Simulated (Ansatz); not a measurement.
Cost and result for the atomization energy of C2H6O2Sn, SMILES `CC(=O)[O][SnH3]` (11 atoms, 10 bonds).

```xyz
11

C     1.581   -0.082   -1.312
C     0.357   -0.229   -0.463
O    -0.437   -1.152   -0.570
O     0.177    0.712    0.427
Sn   -1.560    0.221    1.406
H     2.465   -0.055   -0.672
H     1.540    0.869   -1.846
H     1.653   -0.905   -2.017
H    -1.354   -1.234    2.252
H    -1.552    1.563    2.465
H    -2.870    0.293    0.331
```

The species carries charge 0 and has multiplicity 1. Correlated methods include outer-core shells of Sn, which these sets cover unevenly. Sn takes the def2 core potential. The geometry is a stationary point of PBE0-D4/def2-TZVP. Program: Ansatz. All runs use 4 threads of an Arm Neoverse V2 on a shared host. Times are those of one run each, without the atoms' runs, and a repeat can differ threefold. Electronic energies, without spin–orbit coupling; frozen cores. CCSD(T)/CBS adds CCSD(T) − MP2 in def2-TZVPP to the MP2 limit, and its time is that of the two runs behind it. T1 = 0.016. With those shells the extrapolation isn't a true limit. B3LYP takes the VWN-RPA correlation (the form of Gaussian; ORCA's B3LYP/G).

CCSD(T)/CBS is a level of theory with its own doubt, some kJ/mol a heavy atom from the limit and from the frozen cores, so smaller differences don't rank the functionals.

```csv
level,functions,wall time,atomization (kcal/mol),difference from CCSD(T)/CBS,per bond
LDA (SPW92)/def2-TZVPP,258,1.1 s,1118.9,154.5,15.5
revPBE-D4/def2-TZVPP,258,1.8 s,956.3,-8.1,-0.8
BLYP-D4/def2-TZVPP,258,1.9 s,961.4,-3.0,-0.3
PBE0-D4/def2-TZVPP,258,2.6 s,959.0,-5.4,-0.5
CAM-B3LYP-D4/def2-TZVPP,258,3.2 s,965.3,0.9,0.1
r2SCAN-D4/def2-TZVPP (with forces),258,4 s,964.9,0.5,0.0
B3LYP-D4/def2-TZVPP (with forces),258,4.1 s,957.8,-6.6,-0.7
ωB97X-V/def2-TZVPP,258,7.5 s,966.5,2.1,0.2
B97M-V/def2-TZVPP,258,8.5 s,971.2,6.8,0.7
CCSD(T)/def2-SVP,112,8.5 s,910.4,-54.0,-5.4
MP2/def2-QZVPP,490,20 s,967.8,3.4,0.3
CCSD(T)/def2-TZVPP,258,4.5 min,938.4,-26.0,-2.6
CCSD(T)/CBS(def2),–,4.8 min,964.4,0.0,0.0
```

From BLYP to BHLYP (50 % exact exchange), in def2-TZVPP and without D4, the atomization energy moves by −34.0 kcal/mol: exact exchange takes away binding that semilocal exchange gives to molecules. The D4 term adds +8.5 kcal/mol with B3LYP and +4.5 kcal/mol with PBE0; it sums over pairs of atoms, weighted by their polarisabilities, and B3LYP, whose exchange is more repulsive, gets the larger term. At CCSD(T), def2-SVP lies −54.0 kcal/mol from the extrapolated value and def2-TZVPP −26.0 kcal/mol: correlation converges slowly with the basis, and small sets miss more of it in the bonded molecule than in its fragments.

Spin–orbit coupling would lower the free Sn atoms strongly, and the atomization energy with them, by more than many differences here. For some Ge, Se and Sn compounds the MP2-based and the directly extrapolated limit differ by 10 to 25 kJ/mol.
